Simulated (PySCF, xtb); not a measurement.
F₃In, SMILES [F][In-]([F])[F], charge -1, multiplicity 2.

Harmonic wavenumbers (cm⁻¹) from GFN2-xTB in xtb 6.7.1 at its own minimum, in rising order: 26, 74, 74, 228, 228, 232.

What does B3LYP-D3(BJ)/def2-SVPD (PySCF) give at its own minimum? (An estimate is asked for; the answer gives what the named calculation found.)

123, 123, 148, 454, 458, 458. Paired by order, the mean absolute difference is 150 cm⁻¹ and the zero-point energies are 1.2 and 2.5 kcal/mol.
